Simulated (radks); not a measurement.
Q: These are the eigenvalues of the occupied orbitals of an atom or ion with whole-number occupations (Ry). Calculated with a radial shooting solver on a logarithmic mesh with Libxc functionals: scalar-relativistic Kohn-Sham, SCAN, spin-unpolarised, spherical densities, finite nucleus; meta-GGA in the generalised Kohn-Sham scheme; Fermi nuclear charge, rms radius of each element as measured or else 0.836 A^(1/3) + 0.57 fm.

1s: -3198.443
2s: -522.0640
2p: -466.7871
3s: -117.0314
3p: -99.46558
3d: -75.13619
4s: -26.57372
4p: -20.75662
4d: -12.46441
5s: -6.19506
5p: -4.64772
4f: -3.60964

Which element is it, and in what charge state? The configuration may be excited.

A: Z = 60, neodymium, charge +4: Nd4+ in [Xe] 4f2. The list shows which subshells hold electrons but not how many an open one holds; the 1s level, -1599.2 hartree, gives Z - s = 56.6 by -(Z - s)^2/2, which with screening and relativity narrows Z to a few neighbours, and the depths of the outer levels then fix element, charge and occupations together.
